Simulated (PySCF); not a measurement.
One formula, C5H14Si3, several structures.

PySCF, B3LYP/def2-SVPD, density fitting, gas phase; each molecule at its own PBE0-D3(BJ)/def2-SVP geometry, one conformer. Singlet excitations by full TDDFT with frozen cores, triplets by Tamm–Dancoff TDDFT and ionisation energies by ΔSCF, from the lowest of the holes tried. 

Torsions of the conformers computed, which needn't be the lowest (atom-mapped SMILES):
- `[CH3:1][C:2]#[C:3][SiH2:4][C@@H:5]([SiH3:6])[SiH2:7][CH3:8]`: C3–Si4–C5–Si6 166°, Si4–C5–Si7–C8 63°
- `[CH2:1]=[CH:2][Si:3]([SiH3:4])([SiH3:5])[CH:6]1[CH2:7][CH2:8]1`: C1–C2–Si3–Si4 -9°, C2–Si3–C6–C7 -160°
- `[CH2:1]=[CH:2][C:3](=[CH2:4])[CH2:5][SiH2:6][SiH2:7][SiH3:8]`: C1–C2–C3–C4 178°, C2–C3–C5–Si6 75°, C3–C5–Si6–Si7 33°, C5–Si6–Si7–Si8 -73°

The conformers of `C=CC1[SiH2]C[SiH2]C[SiH2]1` and `C=C[SiH]1C[SiH2]C[SiH2]C1` aren't listed.

Reference: `C=CC1[SiH2]C[SiH2]C[SiH2]1`, with HOMO energy -6.80 eV, LUMO energy -0.43 eV, lowest singlet excitation 6.00 eV, lowest triplet excitation 4.11 eV, mean polarisability 138.9 au and vertical ionisation energy 8.73 eV.

Changes against it:

```json
{"molecule": "C=CC(=C)C[SiH2][SiH2][SiH3]", "Δ electronic energy (kcal/mol)": "+34.5", "Δ HOMO energy (eV)": "+0.15", "Δ LUMO energy (eV)": "-0.92", "Δ lowest singlet excitation (eV)": "-0.70", "Δ lowest triplet excitation (eV)": "-0.97", "Δ mean polarisability (au)": "+12.5", "Δ vertical ionisation energy (eV)": "-0.22"}
{"molecule": "C=C[SiH]1C[SiH2]C[SiH2]C1", "Δ electronic energy (kcal/mol)": "-8.1", "Δ HOMO energy (eV)": "-0.74", "Δ LUMO energy (eV)": "-0.22", "Δ lowest singlet excitation (eV)": "+0.18", "Δ lowest triplet excitation (eV)": "+0.16", "Δ mean polarisability (au)": "-1.4", "Δ vertical ionisation energy (eV)": "+0.60"}
```

Rows whose labels were lost:

| row | Δ electronic energy (kcal/mol) | Δ HOMO energy (eV) | Δ LUMO energy (eV) | Δ lowest singlet excitation (eV) | Δ lowest triplet excitation (eV) | Δ mean polarisability (au) | Δ vertical ionisation energy (eV) |
| --- | --- | --- | --- | --- | --- | --- | --- |
| P | +41.3 | -0.32 | -0.45 | -0.48 | +0.03 | +10.2 | +0.09 |
| Q | +26.6 | -0.64 | +0.15 | -0.18 | +0.77 | +5.2 | +0.56 |

Problem. Which row belongs to which of `CC#C[SiH2][C@@H]([SiH3])[SiH2]C` and `C=C[Si]([SiH3])([SiH3])C1CC1`?

Solution. P = `C=C[Si]([SiH3])([SiH3])C1CC1` and Q = `CC#C[SiH2][C@@H]([SiH3])[SiH2]C`. P and Q are told apart most clearly by the electronic energy (+41.3 against +26.6 kcal/mol).

Problem. Which row has the smallest HOMO–LUMO gap and which the largest, and does the HOMO or the LUMO shift more there?

Solution. Smallest, counted from the reference: `C=CC(=C)C[SiH2][SiH2][SiH3]`, -1.07 eV (HOMO +0.15, LUMO -0.92), the larger shift being that of the LUMO. Largest: Q, +0.79 eV (HOMO -0.64, LUMO +0.15), the larger shift being that of the HOMO.
